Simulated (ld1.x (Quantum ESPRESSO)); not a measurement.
# Which change was made? (Rh, TM)

- Element: rhodium (Rh)
- Generator: ld1.x (Quantum ESPRESSO) 7.5
- Type: norm-conserving Troullier–Martins (Kleinman–Bylander form)
- Functional: PBE
- Relativity: scalar-relativistic
- Frozen core: [Ar] 3d10
- Valence charge: 17
- Reference configuration: 4s2 4p6 4d9 5s0 5p0
- Partial waves: 4s (bound): rc 1.15 bohr; 4d (bound): rc 1.50 bohr; 4p (bound): rc 1.70 bohr
- Local potential: the p channel
- Core correction: none

Cutoffs, loose and tight: the cutoffs (Ry, on a coarse ladder) from which the occupation-weighted sum of valence levels, in a spherical-Bessel basis at the reference potential, stays within 10 and 1 mRy of its value at 400 Ry. They do not see the model core or the augmentation charge, which bear on the density cutoff. Test errors are all-electron minus pseudo excitation energies from the reference, over the configurations 4s2 4p6 4d8 5s1 5p0; 4s2 4p6 4d8 5s0 5p0; 4s2 4p6 4d7 5s0 5p0; 4s2 4p6 4d7 5s1 5p0; 4s2 4p5 4d8 5s1 5p0; 4s2 4p6 4d5 5s0 5p0; 4s2 4p6 4d6 5s0 5p0; variants that change the core or the reference have their own tests. The largest error is taken over the tests solved by every variant that gives reliable tests at all, those not shown here included: 4s2 4p6 4d5 5s0 5p0; 4s2 4p6 4d6 5s0 5p0; 4s2 4p6 4d7 5s0 5p0; 4s2 4p6 4d8 5s0 5p0.

The base gives: outcome: generated; cutoff, loose: 110 Ry; cutoff, tight: 200 Ry; bound ghosts: none; largest test error (meV): +153.

**Question.** After one change the result is: outcome: generated; cutoff, loose: 70 Ry; cutoff, tight: 90 Ry; bound ghosts: none; largest test error (meV): +150. Which change was it?
A. wave 4p (bound): rc 1.70 bohr becomes 4p (bound): rc 2.54 bohr
B. reference 4s2 4p6 4d8 5s1 5p0
C. all radii scaled by about 1.26 (s 1.44, p 2.14, d 1.88 bohr)
D. wave 4s (bound): rc 1.15 bohr becomes 4s (bound): rc 0.98 bohr
E. type ultrasoft; waves now 4s (bound): rc 1.15 bohr; 5s (bound): rc 1.15 bohr; 4p (bound): rcut 1.50, rcutus 1.70 bohr; 5p (bound): rcut 1.50, rcutus 1.70 bohr; 4d (bound): rcut 1.30, rcutus 1.50 bohr; 4d channel at 0.6 Ry: rcut 1.30, rcutus 1.50 bohr; local potential all-electron potential smoothed inside 1.25 bohr (lloc = -1); augmentation PSQ, inside the norm-conserving radii

**Answer.** C. The others give: wave 4p (bound): rc 1.70 bohr becomes 4p (bound): rc 2.54 bohr → outcome: generated; cutoff, loose: 110 Ry; cutoff, tight: 200 Ry; bound ghosts: none; largest test error (meV): -265 | wave 4s (bound): rc 1.15 bohr becomes 4s (bound): rc 0.98 bohr → outcome: generated; cutoff, loose: 140 Ry; cutoff, tight: 230 Ry; bound ghosts: none; largest test error (meV): +154 | reference 4s2 4p6 4d8 5s1 5p0 → outcome: generated, misses its reference levels by 0.21 eV; cutoff, loose: 110 Ry; cutoff, tight: 200 Ry; bound ghosts: none; largest test error (meV): -542 | type ultrasoft; waves now 4s (bound): rc 1.15 bohr; 5s (bound): rc 1.15 bohr; 4p (bound): rcut 1.50, rcutus 1.70 bohr; 5p (bound): rcut 1.50, rcutus 1.70 bohr; 4d (bound): rcut 1.30, rcutus 1.50 bohr; 4d channel at 0.6 Ry: rcut 1.30, rcutus 1.50 bohr; local potential all-electron potential smoothed inside 1.25 bohr (lloc = -1); augmentation PSQ, inside the norm-conserving radii → outcome: generated, overlap not positive; bound ghosts: not determined (overlap not positive); largest test error (meV): -9.3. A file whose overlap is not positive is unfit for use, and its test errors describe a broken file.
